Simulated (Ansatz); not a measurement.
Ideal-gas functions of CH₄BF₂N, SMILES `CNB(F)F` at 800 K and 1 bar, from an Ansatz frequency run at PBE0-D4/def2-TZVP.

Molar mass 78.86 g/mol, point group Cs (symmetry number 1), electronic degeneracy 1, moments of inertia 54.14, 136.253, 187.223 u Å². Harmonic wavenumbers (cm⁻¹, unscaled): 132, 171, 220, 436, 537, 582, 665, 825, 1102, 1154, 1159, 1332, 1424, 1476, 1492, 1503, 1605, 3040, 3093, 3153, 3654.

Use S(trans) = R[1.5 ln M + 2.5 ln T − 1.1517]; rotational temperatures θ = 24.2544 K / I; S(rot) = R[ln(√π/σ · √(T³/θAθBθC)) + 1.5]; for each mode x = 1.438777 ν̃/T, S = R[x/(eˣ − 1) − ln(1 − e⁻ˣ)] and H = RT x/(eˣ − 1); 1 cm⁻¹ = 0.0119627 kJ/mol; R = 8.31446 J/(mol·K).

Problem. By hand: the entropy, in J/(mol·K).

Solution. Translation 183.8. Rotation: θ = 0.448, 0.178, 0.1295 K, giving 119.6. Vibration, mode by mode: 20.29, 18.15, 16.08, 10.55, 8.92, 8.30, 7.30, 5.76, 3.87, 3.59, 3.57, 2.79, 2.45, 2.28, 2.22, 2.19, 1.89, 0.23, 0.21, 0.19, 0.09, in all 120.9. Electronic 0.0. Sum 424.3 J/(mol·K).

Problem. By hand: H − E and G − E in kJ/mol, counted from the electronic energy.

Solution. Zero-point energy ½ × 28755 × 0.0119627 = 172.0; thermal vibration 50.1; translation, rotation and pV give 4 RT = 26.6. H − E = 248.7 kJ/mol, and G − E = 248.7 − 800 × 424.3/1000 = -90.7 kJ/mol.

Vibration gives 28 % of the entropy, 20.3 J/(mol·K) of it from the mode under 150 cm⁻¹: soft modes count most, and the harmonic formula is weakest for them. The sum counts one conformer and one mirror image; others add a mixing term.
